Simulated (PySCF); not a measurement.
Coordinates in bohr (charge 1 multiplicity 1):
```
In    0.0000    0.0000    0.0000
In    0.0000    0.0000    6.3070
In    0.0000    0.0000   -6.3070
```

These are results of PBE0 in PySCF with In def2-TZVP with ECP28; scalar-relativistic core potentials, no spin–orbit coupling; density-fitted integrals, not measurements.

This geometry of [In3]+ is a stationary point at this level.

Q: What is the point group?

A: D∞h.

Q: Is it a minimum?

A: Yes: all harmonic wavenumbers are real, though the softest, 31 cm⁻¹, leaves little margin.

Q: Which band is strongest in the infrared?

A: 116 cm⁻¹ (σu+), 14 km/mol.

Q: What are the dipole moment and the gap between the highest occupied and lowest empty levels?

A: 0.00 D about the centre of mass and 1.71 eV.

Q: Give the ideal-gas entropy at 298.15 K and 1 bar by parts.

A: translation 181.7, rotation 88.7, vibration 79.6, spin 0.0; total 350.0 J/(mol K).

Other isomers or separated fragments may lie lower.
